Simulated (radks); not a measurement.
Problem. These are the eigenvalues of the occupied orbitals of an atom or ion with whole-number occupations (hartree). Method: scalar-relativistic Kohn-Sham, BLYP, spin-polarised, spherical densities, finite nucleus; Fermi nuclear charge, rms radius of each element as measured or else 0.836 A^(1/3) + 0.57 fm; computed with a radial shooting solver on a logarithmic mesh with Libxc functionals.

1s up: -1587.964
1s down: -1587.961
2s up: -297.2189
2s down: -296.9841
2p up: -271.4560
2p down: -271.2751
3s up: -98.91006
3s down: -98.64626
3p up: -90.75397
3p down: -90.48452
3d up: -79.92760
3d down: -79.60039

Which element is it, and in what charge state? The configuration may be excited. Open shells, if any, are filled with parallel spins first.

Solution. Z = 59, praseodymium, charge +33: Pr33+ in [Ar] 3d8. The list shows which subshells hold electrons but not how many an open one holds; the 1s level, -1588 hartree, gives Z - s = 56.4 by -(Z - s)^2/2, which with screening and relativity narrows Z to a few neighbours, and the depths of the outer levels then fix element, charge and occupations together.
